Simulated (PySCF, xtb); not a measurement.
C3H4ClFSi, SMILES C([SiH3])(Cl)=C=CF.

Harmonic wavenumbers (cm⁻¹) from GFN2-xTB in xtb at its own minimum, in rising order: 81, 87, 123, 158, 226, 320, 434, 446, 526, 557, 602, 727, 752, 766, 771, 838, 1007, 1182, 1372, 2036, 2283, 2289, 2293, 3046.

Problem. What does B3LYP-D3(BJ)/def2-SVP run with PySCF give at its own minimum? (An estimate is asked for; the answer gives what the named calculation found.)

Solution. 89, 109, 141, 181, 257, 357, 436, 484, 615, 668, 691, 838, 859, 927, 943, 953, 1079, 1247, 1431, 2063, 2238, 2244, 2251, 3178. Paired by order, the mean absolute difference is 68 cm⁻¹ and the zero-point energies are 32.8 and 34.7 kcal/mol.
